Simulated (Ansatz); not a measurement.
`C[SiH2][NH][ZnH]` + `[NH2][GeH3]` → `C[SiH2][NH][GeH3]` + `[NH2][ZnH]` at 700 K and 1 bar (ligand exchange at the Si–N bond).

Isolated molecules relaxed with PBE0-D4/def2-TZVP in Ansatz; ΔE leaves out vibrations. CCSD(T)/CBS is the MP2 limit (def2-TZVPP, def2-QZVPP) plus CCSD(T) − MP2 in def2-TZVPP, frozen cores. For Ge, Zn outer-core shells are correlated without core-valence functions, which leaves a few kJ/mol of doubt a bond. Scalar relativity is left out up to krypton. Each species was taken in one conformer, which may not be the lowest.

```csv
species,CCSD(T)/CBS energy (Eh),H − E (kJ/mol),S (J/(mol·K))
`C[SiH2][NH][ZnH]`,-2164.46335,280.8,481.3
`[NH2][GeH3]`,-2133.81884,177.8,349.1
`C[SiH2][NH][GeH3]`,-2463.39859,337.4,522.6
`[NH2][ZnH]`,-1834.88092,121.1,319.1
```

H − E and S are ideal-gas, rigid-rotor, harmonic terms from PBE0-D4/def2-TZVP, for one conformer and one mirror image of each species. 1 Eh = 2625.50 kJ/mol, R = 8.31446 J/(mol·K).

By hand: ΔE, ΔH, ΔS and ΔG.

ΔE = (-2463.39859) + (-1834.88092) − (-2164.46335) − (-2133.81884) = 0.00268 Eh = 7.0 kJ/mol. Δ(H − E) = 337.4 + 121.1 − 280.8 − 177.8 = -0.1, so ΔH = 6.9 kJ/mol. ΔS = 522.6 + 319.1 − 481.3 − 349.1 = 11.3 J/(mol·K). ΔG = 6.9 − 700 × (11.3)/1000 = -1.0 kJ/mol.

By hand: the equilibrium constant, and the temperature at which ΔG would vanish if ΔH and ΔS stayed fixed.

log₁₀ K = −ΔG/(RT ln 10) = 0.1. ΔG = 0 at ΔH/ΔS = 611 K, though so small a ΔH makes that figure unsure.

TΔS isn't small against ΔH here. The sign of ΔG lies within the doubt. A doubt of 5 kJ/mol in ΔE shifts log₁₀ K by 0.4 here. Other conformers and mirror images would add mixing entropy, several J/(mol·K) or more a flexible species. Modes under 60 cm⁻¹, often nearly free rotors, make the harmonic entropy too high. These are equilibria of isolated gas molecules and say nothing of rates. Largest T1 diagnostic: 0.016 (customary marks: 0.02 for closed shells, 0.045 for open ones).
